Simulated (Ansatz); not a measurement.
Correlation energies of CH₆AlGaOSe (`[CH3][Al]([OH])[Se][GaH2]`) by basis set

```xyz
11

C    -0.926    0.143    2.155
Al    0.139   -0.194    0.575
O    -0.384    0.416   -0.993
Se    2.053   -1.222   -0.022
Ga    1.215   -0.317   -2.145
H    -1.940   -0.251    2.039
H    -1.012    1.216    2.349
H    -0.483   -0.323    3.037
H    -1.141    0.924   -1.283
H     0.537   -1.375   -3.081
H     1.942    0.983   -2.631
```

Total charge 0; spin multiplicity 1. Correlated methods include outer-core shells of Ga, Se, which these sets cover unevenly. Scalar relativity is left out up to krypton. The geometry is a stationary point of PBE0-D4/def2-TZVP. It is one conformer, not always the lowest. Frozen core, restricted reference, Ansatz.

| basis | HF (Eh) | MP2 corr. |
| --- | --- | --- |
| def2-SVP | -4680.68488 | -0.84466 |
| def2-TZVPP | -4681.45511 | -0.99953 |
| def2-QZVPP | -4681.55490 | -1.58776 |

Estimate the CCSD correlation energy and the (T) correction in each basis where they were run (hartree).


| basis | CCSD corr. | (T) |
| --- | --- | --- |
| def2-SVP | -0.87024 | -0.02490 |
| def2-TZVPP | -1.02531 | -0.04029 |
